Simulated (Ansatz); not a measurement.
Frontier orbitals of C8H20N2Si2 (`C[Si](C)(C)/N=C/C=N/[Si](C)(C)C`).

Cartesian coordinates in Å:
```
C 3.165 1.678 1.810
Si 1.449 1.634 2.562
C 0.809 3.368 2.826
C 1.464 0.673 4.163
N 0.282 0.836 1.524
C 0.531 0.330 0.396
C -0.532 -0.324 -0.400
N -0.282 -0.833 -1.526
Si -1.449 -1.634 -2.562
C -1.444 -0.692 -4.174
C -3.170 -1.654 -1.822
C -0.822 -3.377 -2.800
H 3.553 0.672 1.629
H 3.862 2.182 2.485
H 3.176 2.220 0.861
H 1.448 3.918 3.522
H 0.780 3.923 1.885
H -0.203 3.347 3.236
H 0.459 0.618 4.588
H 1.819 -0.348 4.004
H 2.121 1.148 4.897
H 1.519 0.320 -0.092
H -1.521 -0.312 0.087
H -2.101 -1.170 -4.907
H -0.437 -0.653 -4.594
H -1.790 0.334 -4.030
H -3.550 -0.642 -1.655
H -3.867 -2.160 -2.496
H -3.194 -2.185 -0.867
H -0.806 -3.920 -1.853
H -1.461 -3.929 -3.495
H 0.193 -3.369 -3.202
```

Total charge 0; spin multiplicity 1. The structure was optimised at the PBE0-D4/def2-TZVP level. It is one conformer, not always the lowest. Basis def2-TZVPP, Ansatz.

Orbital energies of one run (eV). Highest occupied ones, from the top: -6.07, -6.65, -7.51, -7.97, -8.00, -8.17, -8.75, -9.81, -9.99, -10.08, -10.13, -10.13, -10.30, -10.44. Empty: -2.30, 0.83, 1.22, 1.24, 1.94, 2.07.

(1) Which functional gave them?
A. PBE
B. r2SCANh
C. BLYP
D. PBE0

Answers

(1) B. HOMO energies: r2SCANh -6.07, PBE -5.29, PBE0 -6.68, BLYP -5.21 eV.
